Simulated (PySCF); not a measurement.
C4H9FSi, SMILES C1C(C)(C[SiH2]1)F. The structure is a stationary point at PBE-D3(BJ)/def2-SVP. This is a generated structure with no PubChem entry under its InChIKey; it may be hypothetical.

Computed equilibrium geometry at PBE-D3(BJ)/def2-SVP (PySCF confirms it by a frequency run) as a Z-matrix, and its point group:
point group Cs.
```
C
F 1 1.4041
C 1 1.5243 2 107.25
H 3 1.1079 1 109.95 2 59.85
H 3 1.1079 4 108.75 1 120.43
H 3 1.1087 4 108.38 5 117.63
C 1 1.5558 2 111.75 3 -124.12
H 7 1.1063 1 116.42 2 91.90
H 7 1.1096 8 109.10 1 123.33
C 1 1.5558 2 111.75 3 124.12
H 10 1.1063 1 116.42 2 -91.90
H 10 1.1096 11 109.10 1 -123.33
Si 10 1.9103 11 124.16 12 -130.67
H 13 1.5035 10 118.50 11 105.61
H 13 1.5039 14 109.44 10 134.55
```
Charge 0, spin multiplicity 1.
